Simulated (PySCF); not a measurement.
Problem. What does the PBE0-D3(BJ)/def2-SVP structure of `N1[SiH2][SiH2][SiH2][SiH2]1` look like in three dimensions?

Solution. 
```
atom  x, y, z in Å
N1     0.3142   -1.7537    0.4172
Si2   -1.4228   -1.5530    0.3379
Si3   -1.7432    0.7620    0.0458
Si4    0.4954    1.4834   -0.0131
Si5    1.6011   -0.5749    0.2852
H6     0.6264   -2.7144    0.5478
H7    -2.0861   -2.0501    1.5870
H8    -2.0135   -2.3357   -0.7965
H9    -2.4923    1.3654    1.1913
H10   -2.4697    1.0647   -1.2260
H11    0.8493    2.1240   -1.3174
H12    0.8051    2.4365    1.0975
H13    2.5120   -0.8886   -0.8636
H14    2.4586   -0.5611    1.5150
```

Any rigid rotation of these coordinates is as good. Atoms count from 1 in this order. Si3 (SiH2 silicon) is distorted tetrahedral (angles from 100.1° to 112.3°). All 3 Si–Si bonds measure 2.353 to 2.355 Å. The 5-membered ring N1–Si2–Si3–Si4–Si5 has internal angles of 100.1° to 130.5°; it is planar, 0.01 Å rms from its mean plane, widest ring torsion 1°. N1 (nitrogen bridging silicon atoms) is planar (angles 130.5°, 114.8° and 114.7°, sum 360.0°, 0.01 Å off the plane of its three neighbours).

Bonds between heavy atoms (Å): N1–Si2 1.750, Si2–Si3 2.355, Si3–Si4 2.353, Si4–Si5 2.355, N1–Si5 1.750.

Level of theory: PBE0-D3(BJ)/def2-SVP geometry optimisation, gas phase in PySCF 2.14.0.

Point group: C2v (every atom within 0.08 Å of its image). No frequency check.
